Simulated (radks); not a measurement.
Task: Ba19+, configuration [Kr] 4d1. Method: Dirac Kohn-Sham, exchange-only PBE, spin-unpolarised, spherical densities, finite nucleus; open shells fill j = l - 1/2 first; Fermi nuclear charge, rms radius 4.8378 fm; computed with a radial shooting solver on a logarithmic mesh with Libxc functionals. Some entries of the table are withheld. Estimate them.

orbital,occ.,eigenvalue (hartree),r(max) (bohr)
1s1/2,2,-1386.368,0.01642
2s1/2,2,(1),0.09300
2p1/2,2,(2),0.07106
2p3/2,4,(3),0.07612
3s1/2,2,-63.04585,0.2656
3p1/2,2,-57.82629,(4)
3p3/2,4,-55.06582,(5)
3d3/2,4,-45.97860,0.2116
3d5/2,6,-45.38398,0.2147
4s1/2,2,-24.55413,0.6025
4p1/2,2,-22.54437,(6)
4p3/2,4,-21.83736,(7)
4d3/2,1,-18.49315,0.6320
4d5/2,0,-18.35221,0.6378

Result: 
(1) 2s1/2 eigenvalue (hartree): -234.4047
(2) 2p1/2 eigenvalue (hartree): -221.9180
(3) 2p3/2 eigenvalue (hartree): -207.8745
(4) 3p1/2 r(max) (bohr): 0.2520
(5) 3p3/2 r(max) (bohr): 0.2629
(6) 4p1/2 r(max) (bohr): 0.6081
(7) 4p3/2 r(max) (bohr): 0.6280
